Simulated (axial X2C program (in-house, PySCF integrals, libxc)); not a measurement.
# Lu⁺: configurations by level of theory

Calculated with an axial X2C code built on PySCF integrals, basis dyall-v3z (cores contracted in-house), spin-free (one-electron X2C) and two-component (2c, atomic mean-field Coulomb and Gaunt terms). Energies in eV from the lowest row of each column (rows without correlated energies are left out; n/a marks j-coupled starts, which PBE0 does not hold); electrons by l are Mulliken totals of the Hartree–Fock solution, and PBE0 can relax to another configuration under the same block occupation. Coupled cluster uses truncated natural virtuals with an MP2 remainder. Frozen shells in the correlated columns: 4 s, 3 p, 2 d.

Spin-free determinants:

| electrons by l | M_S, M_L | HF | MP2 | PBE0 |
| --- | --- | --- | --- | --- |
| s12 p24 d20 f14 | 0, 0 | 0.00 | 0.00 | 0.00 |
| s11 p24 d21 f14 | 1, 2 | 1.06 | 1.57 | 1.38 |
| s11 p24 d21 f14 | 1, 1 | 1.06 | 1.58 | 1.29 |
| s11 p24 d21 f14 | 1, 0 | 1.03 | 1.58 | 1.25 |

Two-component determinants:

| electrons by l | 2M_J | HF | MP2 | PBE0 |
| --- | --- | --- | --- | --- |
| s12 p24 d20 f14 | 0 | 0.00 | 0.00 | 0.00 |
| s11 p24 d21 f14 | 2 | 0.97 | 1.41 | 1.22 |
| s11 p24 d21 f14 | 2 | 1.01 | 1.53 | 1.21 |
| s11 p24 d21 f14 | 4 | 1.08 | 1.59 | 1.32 |
| s11 p24 d21 f14 | 6 | 1.14 | 1.69 | 1.50 |

Ground level as tabulated from the NIST Atomic Spectra Database (leading term): 2S+1 = 1, L = 0, J = 0.

Spin-free rows of one term, and 2c rows of one J level, should be degenerate; broken spherical symmetry, the missing current term of PBE0 and determinants that mix terms or J levels spread them. The search is wide but not exhaustive and can miss a configuration; gaps between s and d configurations can be off by some tenths of an eV with this basis and core.

The run took 21 s on 1 thread of Arm Neoverse V2, with other jobs on the host.
